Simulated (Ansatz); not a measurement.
Complex (SMILES): F (HF) with S (H2S), atoms 1 to 2 the first; geometry from B3LYP-D3(BJ)/def2-TZVP, monomers rigid:
```xyz
5

F      1.0514    -0.0999    -0.0372
H      0.2433     0.3752     0.0204
S     -1.5978     1.6545     0.0327
H     -1.5779     1.8425    -1.2976
H     -0.9121     2.7859     0.2673
```

Basis-set convergence of the counterpoise-corrected interaction energy at PBE0 with Ansatz (a program for electronic structure). Cartesian d functions, on some or all atoms, in 6-31G*, 6-311G**, 6-311+G**; all else is spherical. The program fits the integrals of some runs and decomposes those of others, by size. No added dispersion term, no relativity. Functions are those of the species that has most. Reference: the value in aug-pcseg-3, -5.99 kcal/mol.

```tsv
basis	functions	counterpoise-corrected interaction energy (kcal/mol)
STO-3G	17	?
6-31G*	40	?
6-311G**	63	?
6-311+G**	71	-5.99
aug-cc-pV(D+d)Z	82	?
6-311++G(2d,2p)	92	-6.16
cc-pV(T+d)Z	111	-5.54
def2-TZVPPD	142	-6.00
aug-pcseg-2	165	-6.00
def2-QZVPP	217	-5.95
aug-cc-pV(Q+d)Z	307	-6.00
aug-pcseg-3	321	-5.99
pcseg-4	389	-6.00
```

**Question.** Some entries are withheld; supply them.

**Answer.** 
- STO-3G, counterpoise-corrected interaction energy (kcal/mol): -2.08
- 6-31G*, counterpoise-corrected interaction energy (kcal/mol): -4.68
- 6-311G**, counterpoise-corrected interaction energy (kcal/mol): -4.77
- aug-cc-pV(D+d)Z, counterpoise-corrected interaction energy (kcal/mol): -6.06
